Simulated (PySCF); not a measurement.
BeCl, SMILES [Be][Cl], multiplicity 2. Atoms are numbered in the order given.

```xyz
2

Be     0.0000     0.0000    -1.4716
Cl     0.0000     0.0000     0.3463
```
Charge 0, spin multiplicity 2.

Geometry: PBE-D3(BJ)/def2-TZVPD. The spin state was assumed, not searched.

Computed with PySCF with PBE0/def2-TZVPD.

Mulliken values depend strongly on the basis, most of all with diffuse functions as here. ESP charges are fitted to the potential on shells at 1.4 to 2.0 van der Waals radii. Atomic charges (e):

```
atom  ESP fit  meta-Löwdin  Mulliken spin
----  -------  -----------  -------------
Be1      0.15            …           0.96
Cl2     -0.15            …           0.04
```

Task: Some entries are withheld; supply them. (The exact figures need the calculation; the answer reports its results.)

Result: 
- Be1, meta-Löwdin: 0.77
- Cl2, meta-Löwdin: -0.77
